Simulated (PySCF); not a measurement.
Several orderings of computed values.

Each SMILES stands for a single optimised conformer of the isolated species, non-relativistic unless stated. Electronic properties by PySCF.

The conformers computed, where there is a choice (atom-mapped SMILES and torsion angles):
- `[CH:1]#[C:2][GeH2:3][N:4]=[CH2:5]`: C2–Ge3–N4–C5 0°
- `[SiH3:1][NH:2][SiH:3]1[NH:4][SiH2:5][NH:6]1`: Si1–N2–Si3–N4 -63°
- `[CH3:1][O:2][CH2:3][CH2:4][CH:5]([CH3:6])[CH3:7]`: C1–O2–C3–C4 179°, O2–C3–C4–C5 -57°, C3–C4–C5–C6 -60°
- `[F:1][C:2]([F:3])([F:4])[c:5]1[cH:6][cH:7][n+:8]([GaH3-:9])[cH:10][cH:11]1`: F1–C2–C5–C6 -150°
- `[NH2:1][B:2]([NH2:3])[F:4]`: H–N1–B2–N3 180°, H–N1–B2–N3 0°, H–N3–B2–N1 0°, H–N3–B2–N1 180°
- `[BH3-:1][N+:2]#[C:3][CH2:4][CH2:5][C:6]([F:7])([F:8])[F:9]`: C3–C4–C5–C6 178°, C4–C5–C6–F7 59°
- `[F:1][C:2]([F:3])([F:4])[O:5][GaH-:6]1[Cl+:7][GaH2-:8][Cl+:9]1`: F1–C2–O5–Ga6 -38°, C2–O5–Ga6–Cl7 100°

Question: Rank by smallest rotational constant, lowest first (PBE0-D3(BJ)/def2-SVP).
A. `C#[C][GeH2][N]=C`
B. `[BH3-][N+]#CCCC(F)(F)F`
C. `COCCC(C)C`
D. `[SiH3]N[SiH]1N[SiH2]N1`
E. `NB(N)F`
F. `FC(F)(F)C1=CC=[N+]([GaH3-])C=C1`

Answer: F (0.273 GHz), B (0.575 GHz), D (1.086 GHz), C (1.192 GHz), A (1.776 GHz), E (4.653 GHz).

Question: Rank by static isotropic polarisability, highest first (CAM-B3LYP/def2-SVPD at PBE0-D3(BJ)/def2-SVP geometries).
A. `[GaH-]1([O]C(F)(F)F)[Cl+][GaH2-][Cl+]1`
B. `[SiH3]N[SiH]1N[SiH2]N1`
C. `C=[N][GeH2][C]#C`
D. `COCCC(C)C`

Answer: A (99.7 au), B (95.7 au), D (80.9 au), C (70.5 au).

Give the two extremes of that set as polarisability volumes in Å³.

`C#[C][GeH2][N]=C`: 10.45 Å³; `FC(F)(F)[O][GaH-]1[Cl+][GaH2-][Cl+]1`: 14.78 Å³.

Question: Rank by lowest singlet excitation, highest first (TDDFT CAM-B3LYP/def2-SVPD at PBE0-D3(BJ)/def2-SVP geometries).
A. `FC(F)(F)[O][GaH-]1[Cl+][GaH2-][Cl+]1`
B. `[SiH3]N[SiH]1N[SiH2]N1`
C. `C#[C][GeH2][N]=C`
D. `COCCC(C)C`

Answer: D (7.14 eV), A (6.78 eV), B (6.13 eV), C (4.32 eV).

Question: Rank by dipole moment, highest first (CAM-B3LYP/def2-SVPD at PBE0-D3(BJ)/def2-SVP geometries).
A. `[SiH3]N[SiH]1N[SiH2]N1`
B. `COCCC(C)C`
C. `FC(F)(F)[O][GaH-]1[Cl+][GaH2-][Cl+]1`
D. `C#[C][GeH2][N]=C`

Answer: C (4.11 D), D (1.70 D), B (1.08 D), A (0.82 D).

Question: Rank by electronic spatial extent ⟨r²⟩ about the centre of nuclear charge, highest first (CAM-B3LYP/def2-SVPD at PBE0-D3(BJ)/def2-SVP geometries).
A. `COCCC(C)C`
B. `C#[C][GeH2][N]=C`
C. `FC(F)(F)[O][GaH-]1[Cl+][GaH2-][Cl+]1`
D. `[SiH3]N[SiH]1N[SiH2]N1`

Answer: C (3165 bohr²), D (1190 bohr²), A (1119 bohr²), B (665 bohr²).

Question: Rank by vertical ionisation energy, lowest first (ΔSCF CAM-B3LYP/def2-SVPD at PBE0-D3(BJ)/def2-SVP geometries).
A. `[SiH3]N[SiH]1N[SiH2]N1`
B. `C#[C][GeH2][N]=C`
C. `FC(F)(F)[O][GaH-]1[Cl+][GaH2-][Cl+]1`
D. `C(OC)CC(C)C`

Answer: A (9.13 eV), B (9.35 eV), D (9.74 eV), C (11.46 eV).

Give the two extremes of that set in kJ/mol.

`[SiH3]N[SiH]1N[SiH2]N1`: 881 kJ/mol; `FC(F)(F)[O][GaH-]1[Cl+][GaH2-][Cl+]1`: 1105 kJ/mol.
